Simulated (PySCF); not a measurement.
**NMR data sheet: C$_{8}$H$_{9}$Cl**

- Formula: C8H9Cl
- SMILES: C#C[C@@H]1C=C[C@@H](Cl)CC1
- Point group of the computed structure: C1
- Degrees of unsaturation: 4
- Carbon signals: 8
- Proton signals: 9

Molfile (atoms numbered from 1):
```
C8H9Cl
     RDKit          3D

 18 18  0  0  0  0  0  0  0  0999 V2000
    3.0300   -0.3765    0.3184 C   0  0  0  0  0  0  0  0  0  0  0  0
    2.0355    0.1617   -0.0727 C   0  0  0  0  0  0  0  0  0  0  0  0
    0.8079    0.7918   -0.5375 C   0  0  2  0  0  0  0  0  0  0  0  0
    0.0783    1.3573    0.6506 C   0  0  0  0  0  0  0  0  0  0  0  0
   -0.9960    0.7965    1.1840 C   0  0  0  0  0  0  0  0  0  0  0  0
   -1.6156   -0.4488    0.6509 C   0  0  1  0  0  0  0  0  0  0  0  0
   -3.1405    0.0219   -0.2158 Cl  0  0  0  0  0  0  0  0  0  0  0  0
   -0.6979   -1.1916   -0.3068 C   0  0  0  0  0  0  0  0  0  0  0  0
   -0.0682   -0.2153   -1.2930 C   0  0  0  0  0  0  0  0  0  0  0  0
    3.9104   -0.8401    0.6507 H   0  0  0  0  0  0  0  0  0  0  0  0
    1.0872    1.6130   -1.2095 H   0  0  0  0  0  0  0  0  0  0  0  0
    0.5010    2.2530    1.0835 H   0  0  0  0  0  0  0  0  0  0  0  0
   -1.4959    1.2517    2.0270 H   0  0  0  0  0  0  0  0  0  0  0  0
   -1.9529   -1.0985    1.4624 H   0  0  0  0  0  0  0  0  0  0  0  0
   -1.2575   -1.9643   -0.8355 H   0  0  0  0  0  0  0  0  0  0  0  0
    0.0901   -1.6742    0.2775 H   0  0  0  0  0  0  0  0  0  0  0  0
   -0.8587    0.3228   -1.8193 H   0  0  0  0  0  0  0  0  0  0  0  0
    0.5342   -0.7539   -2.0265 H   0  0  0  0  0  0  0  0  0  0  0  0
  1  2  3  0
  2  3  1  0
  3  4  1  0
  4  5  2  0
  5  6  1  0
  6  7  1  0
  6  8  1  0
  8  9  1  0
  9  3  1  0
  1 10  1  0
  3 11  1  6
  4 12  1  0
  5 13  1  0
  6 14  1  1
  8 15  1  0
  8 16  1  0
  9 17  1  0
  9 18  1  0
M  END
```

All values are calculated (PySCF): shieldings: GIAO PBE0/pcSseg-1, GFN2-xTB geometry. One conformer, non-relativistic Hamiltonian, no solvent.

Referencing at the same level of theory: $^{1}$H (σref 31.72), $^{13}$C (σref 186.93) vs TMS.

| carbon | δC, type | δH (multiplicity) | HMBC from (2–3 bonds) | span of the C tensor (ppm) |
| --- | --- | --- | --- | --- |
| C1 | 76.9, CH | 1.58 (d) | H11 | 211 |
| C2 | 89.6, C | – | H12, H11, H17, H18, H10 | 303 |
| C3 | 28.8, CH | 3.11 (m) | H13, H12, H16, H17, H15, H18, H10 | 25 |
| C4 | 138.2, CH | 6.11 (m) | H13, H14, H11, H17, H18 | 221 |
| C5 | 137.0, CH | 6.15 (m) | H12, H14, H11, H16, H15 | 222 |
| C6 | 59.2, CH | 4.53 (m) | H13, H12, H16, H17, H15, H18 | 70 |
| C8 | 31.6, CH2 | H15 1.93 (m); H16 2.53 (m) | H13, H14, H11, H17, H18 | 30 |
| C9 | 26.5, CH2 | H17 2.44 (m); H18 1.75 (m) | H12, H14, H11, H16, H15 | 23 |

1. Carbon types of the structure: 1 × C, 5 × CH, 2 × CH2, which accounts for all hydrogens.
2. δC 138.2, 137.0: alkene CH; an sp2 carbon of a C=C bond.
3. δC 89.6: alkyne carbon; sp carbons lie upfield of alkene carbons because the cylindrical π system leaves one tensor component strongly shielded.
4. δC 76.9: terminal alkyne carbon; the triple bond shields along its axis, which puts it between sp3 and sp2 carbons.
5. δC 31.6, 26.5: sp3 CH2 in a ring; aliphatic region, no heteroatom directly attached.
6. δH 1.58: hydrogen on a terminal alkyne carbon; it lies on the axis of the triple bond, in its shielding cone.

Carbons that carry Cl, above all several Cl atoms, come out too deshielded, partly because spin–orbit coupling is missing. Shifts are as computed. Against solution values, carbons near 30 ppm lie about +3 ppm off and those near 130 ppm about +5 ppm; carbons on Cl a further +6 ppm. Of 1211 compounds with measured shifts, 218 miss one by over three times the rms of a fit or turn the order of signals round; such compounds aren't used in these exercises. Multiplicities follow the n + 1 count of equivalent neighbours, as no J values were calculated; m marks all less simple cases, F and P coupling included.
